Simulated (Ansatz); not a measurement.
Geometry optimisation, RHF/def2-SVP in Ansatz.

The input (input.yaml):

```yaml
crystal:
  periodic: [false, false, false]
  atoms:
    - { symbol: Ge, position_ang: [0.339359, 0.036632, -0.081909] }
    - { symbol: Cl, position_ang: [0.340528, -0.073597, 2.127528] }
    - { symbol: H, position_ang: [1.825735, 0.053285, -0.449937] }
    - { symbol: H, position_ang: [-0.335746, 1.336459, -0.48293] }
    - { symbol: H, position_ang: [-0.314645, -1.225413, -0.623215] }
    - { symbol: O, position_ang: [-2.519286, 0.002578, 0.74353] }
    - { symbol: H, position_ang: [-3.030542, -0.791387, 0.69332] }
    - { symbol: H, position_ang: [-2.183302, 0.031743, 1.651712] }
basis:
  gaussian: { orbitals: def2-SVP }
hamiltonian:
  xc: hf
relax:
  f_tol: 0.03
  max_steps: 50
```

Launched with:

```bash
$ ansatz run input.yaml --threads 1 --pin off --max-ram 2048MiB --backend cpu --events-out ev --progress --plain --runs-dir out
```

Q: Where does it end, and by what steps?

A: The run converged. After 8 steps the energy has fallen by 0.052 eV; O6 moved furthest, 0.24 Å.

```json
{"step": "0", "energy less start (eV)": "0.0000", "largest force component (eV/Å)": "1.183", "accepted": "yes"}
{"step": "1", "energy less start (eV)": "-0.0326", "largest force component (eV/Å)": "0.913", "accepted": "yes"}
{"step": "2", "energy less start (eV)": "0.0156", "largest force component (eV/Å)": "2.222", "accepted": "no"}
{"step": "3", "energy less start (eV)": "0.0069", "largest force component (eV/Å)": "0.882", "accepted": "no"}
{"step": "4", "energy less start (eV)": "-0.0463", "largest force component (eV/Å)": "0.413", "accepted": "yes"}
{"step": "5", "energy less start (eV)": "-0.0514", "largest force component (eV/Å)": "0.072", "accepted": "yes"}
{"step": "6", "energy less start (eV)": "-0.0518", "largest force component (eV/Å)": "0.082", "accepted": "yes"}
{"step": "7", "energy less start (eV)": "-0.0519", "largest force component (eV/Å)": "0.052", "accepted": "yes"}
{"step": "8", "energy less start (eV)": "-0.0521", "largest force component (eV/Å)": "0.029", "accepted": "yes"}
```

```xyz
8
Properties=species:S:1:pos:R:3
Ge 0.455 0.041 -0.111
Cl 0.384 -0.121 2.071
H 1.941 0.074 -0.467
H -0.238 1.337 -0.500
H -0.211 -1.203 -0.683
O -2.755 0.002 0.804
H -3.128 -0.867 0.822
H -2.326 0.107 1.642
```

The run took 18 s on 1 thread of Arm Neoverse V1, with other jobs on the host, peak memory 0.17 GiB.
